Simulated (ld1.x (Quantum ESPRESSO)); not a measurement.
Cd (Z = 48), TM semilocal: configuration errors across variants

cadmium, norm-conserving Troullier–Martins (semilocal form), made with ld1.x (Quantum ESPRESSO) 7.5 (PBEsol, scalar-relativistic). Core [Ar] 3d10, reference 4s2 4p6 4d10 5s0.5 5p0 (charge +1.5). Waves: 4s (bound): rc 1.20 bohr; 4p (bound): rc 1.35 bohr; 4d (bound): rc 1.20 bohr. Local part: the d channel. Core correction: none.

Occupied shells without a wave of their own: 5s. They enter only through the test configuration that unscreens the potential.

All-electron excitation energies from the reference (eV): (1) 4s2 4p6 4d10 5s2 5p0 -16.837; (2) 4s2 4p6 4d10 5s1 5p0 -7.529; (3) 4s2 4p6 4d10 5s0 5p0 9.567; (4) 4s2 4p6 4d9 5s0 5p0 47.565; (5) 4s2 4p6 4d9 5s2 5p0 1.138; (6) 4s2 4p6 4d10 5s0 5p2 -7.071; (7) 4s2 4p6 4d10 5s0 5p1 -1.680.

A semilocal file is local in each channel, so a ghost entry of none says nothing of the separable form that plane-wave codes build from it.

For the base: The 5s level has no wave, so the channel is fitted at the deeper level alone: the likely source of the large errors.

On the changes marked as counting shells twice: ld1.x takes every shell without a wave as core, so the model core holds the marked electrons as well and exchange and correlation see them twice. This cancels in the reference configuration, but the file is broken for other ones, and its errors say nothing about a proper core correction.

The file “base” misses its own reference levels by 0.8 eV. The file “core correction a·sin(br)/r model core inside 0.70 bohr (5s counted twice)” misses its own reference levels by 0.8 eV. The file “core correction a·sin(br)/r model core inside 0.84 bohr (5s counted twice)” misses its own reference levels by 0.8 eV. The file “core correction a·sin(br)/r model core inside 1.02 bohr (5s counted twice)” misses its own reference levels by 0.8 eV. The file “core correction a·sin(br)/r model core inside 1.14 bohr (5s counted twice)” misses its own reference levels by 0.8 eV. The file “core correction full core density, not smoothed (it rises at the typed radius of 1.24 bohr, so ld1.x skipped the fit) (5s counted twice)” misses its own reference levels by 0.8 eV. The file “core correction full core density, not smoothed (it rises at the typed radius of 1.42 bohr, so ld1.x skipped the fit) (5s counted twice)” misses its own reference levels by 0.8 eV.

Errors AE − PS in meV (a dash: test not solved or not reliable):

| change | (1) | (2) | (3) | (4) | (5) | (6) | (7) | bound ghosts |
| --- | --- | --- | --- | --- | --- | --- | --- | --- |
| base | +870 | +369 | -459 | -640 | +1335 | -113 | -230 | none |
| core correction a·sin(br)/r model core inside 0.70 bohr (5s counted twice) | +745 | +354 | -474 | -703 | +1277 | -276 | -258 | none |
| core correction a·sin(br)/r model core inside 0.84 bohr (5s counted twice) | +745 | +354 | -474 | -703 | +1279 | -276 | -258 | none |
| core correction a·sin(br)/r model core inside 1.02 bohr (5s counted twice) | +747 | +355 | -474 | -703 | +1283 | -276 | -258 | none |
| core correction a·sin(br)/r model core inside 1.14 bohr (5s counted twice) | +747 | +355 | -473 | -703 | +1284 | -276 | -257 | none |
| core correction full core density, not smoothed (it rises at the typed radius of 1.24 bohr, so ld1.x skipped the fit) (5s counted twice) | +744 | +354 | -474 | -703 | +1275 | -276 | -258 | none |
| core correction full core density, not smoothed (it rises at the typed radius of 1.42 bohr, so ld1.x skipped the fit) (5s counted twice) | +744 | +354 | -474 | -703 | +1275 | -276 | -258 | none |

Task: Give the same row for: core correction a·sin(br)/r model core inside 0.50 bohr (5s counted twice).

Result: +744, +354, -474, -703, +1275, -276, -258; bound ghosts: none. ld1.x takes every shell without a wave as core, so the model core holds the 5s electrons as well and exchange and correlation see them twice. This cancels in the reference configuration, but the file is broken for other ones, and its errors say nothing about a proper core correction.
